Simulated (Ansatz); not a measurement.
GeMe(OiPr)3 (C₁₀H₂₄GeO₃) was relaxed with r2SCAN-D4 (def2-SVP) in Ansatz in these states: charge +1 doublet, neutral singlet. The geometries follow in no particular order.

A:

```xyz
38

Ge   -0.200   -0.802    0.322
C    -0.419   -2.128    1.685
H    -1.122   -1.783    2.456
H     0.558   -2.342    2.141
H    -0.811   -3.047    1.225
O     1.302   -1.098   -0.642
C     1.518   -0.567   -1.945
C     1.927   -1.766   -2.821
C     2.620    0.483   -1.866
H     0.578   -0.136   -2.330
H     2.842   -2.235   -2.432
H     2.116   -1.388   -3.838
H     1.119   -2.509   -2.856
H     2.285    1.311   -1.224
H     3.545    0.055   -1.452
H     2.827    0.868   -2.876
O     0.391    0.822    0.869
C     0.951    1.103    2.149
C     0.431    2.476    2.567
C     2.478    1.079    2.029
H     0.626    0.333    2.876
H     0.738    3.241    1.839
H     0.851    2.732    3.552
H    -0.666    2.470    2.637
H     2.820    0.094    1.676
H     2.818    1.850    1.323
H     2.919    1.280    3.017
O    -1.415   -0.475   -0.886
C    -2.844   -0.502   -0.632
C    -3.522   -0.246   -1.960
C    -3.197    0.525    0.434
H    -3.108   -1.516   -0.269
H    -3.261    0.755   -2.337
H    -4.615   -0.304   -1.846
H    -3.211   -0.994   -2.704
H    -2.700    0.299    1.394
H    -2.890    1.531    0.107
H    -4.281    0.532    0.621
```

B:

```xyz
38

Ge   -0.7720   -0.7923   -0.1499
C    -2.1260   -1.8326   -1.0444
H    -1.6994   -2.3669   -1.9052
H    -2.9421   -1.1802   -1.3865
H    -2.5330   -2.5644   -0.3324
O    -1.6128    0.1940    1.0570
C    -0.8974    0.8397    2.1187
C    -1.8755    1.0230    3.2659
C    -0.3083    2.1574    1.6344
H    -0.0735    0.1762    2.4498
H    -2.7192    1.6546    2.9439
H    -1.3864    1.5029    4.1282
H    -2.2772    0.0500    3.5856
H     0.3771    1.9891    0.7893
H    -1.1133    2.8293    1.2934
H     0.2489    2.6604    2.4411
O     0.2078    0.1935   -1.2734
C    -0.3776    0.7978   -2.4277
C     0.7639    1.2007   -3.3448
C    -1.2574    1.9792   -2.0385
H    -1.0058    0.0489   -2.9578
H     1.4092    1.9350   -2.8365
H     0.3851    1.6507   -4.2758
H     1.3779    0.3242   -3.6003
H    -2.0488    1.6728   -1.3353
H    -0.6521    2.7537   -1.5407
H    -1.7347    2.4251   -2.9259
O     0.4269   -1.7534    0.7263
C     1.7921   -1.8870    0.3082
C     2.2897   -3.2139    0.8553
C     2.6102   -0.7024    0.8016
H     1.8401   -1.9056   -0.7992
H     2.2277   -3.2119    1.9555
H     3.3360   -3.3946    0.5622
H     1.6701   -4.0424    0.4800
H     2.2273    0.2318    0.3639
H     2.5539   -0.6345    1.9007
H     3.6688   -0.8078    0.5133
```

Question: Judge from the bond lengths which geometry belongs to which state (an estimate).

Answer: A is the charge +1 doublet (Ge1–O6 1.809 Å, Ge1–O17 1.812 Å, Ge1–O28 1.744 Å); B is the neutral singlet (Ge1–O6 1.771 Å, Ge1–O17 1.787 Å, Ge1–O28 1.769 Å).
